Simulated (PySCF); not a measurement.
C$_{2}$H$_{6}$OSi, SMILES `CO[Si]C` (lower singlet; C–O–Si–C torsion 0°), neutral singlet in the gas phase. This singlet lies 1.86 eV below the relaxed triplet at the level frozen-core CCSD(T)/cc-pVTZ // PBE0-D3(BJ)/def2-SVP (Ansatz).

Cartesian coordinates (Å):
SMILES: CO[Si]C
```xyz
10

C      1.5682     0.0084    -0.0520
O      0.8090    -0.3267    -1.1781
Si    -0.8230    -0.4399    -1.5060
C     -1.6078     0.0406     0.1775
H      0.9483     0.2773     0.8202
H      2.2120    -0.8419     0.2281
H      2.2246     0.8621    -0.2887
H     -1.3182     1.0587     0.4957
H     -2.7065     0.0119     0.1043
H     -1.3066    -0.6505     0.9859
```
Charge 0, spin multiplicity 1.

All levels are single points at this geometry (PBE0-D3(BJ)/def2-SVP); Pople sets use spherical d functions. Orbital energies aren't observables, and empty levels follow the basis.

```tsv
level	HOMO (eV)	LUMO (eV)	gap (eV)	dipole (D)	vertical IE, Delta-SCF (eV)
PBE-D3(BJ)/def2-TZVP in PySCF	-5.15	-2.41	2.74	2.12	–
ωB97X-D3(BJ)/def2-TZVP in PySCF	-8.56	0.46	9.02	2.17	–
B3LYP/6-31G* in PySCF	-5.86	-1.59	4.27	2.34	8.31
M06-2X/6-31G* in PySCF	-7.09	-0.59	6.50	2.22	–
SVWN5/6-31G* in PySCF	-4.99	-2.34	2.65	2.58	8.27
HF/6-31G* in PySCF	-8.59	1.70	10.29	2.37	7.50
```
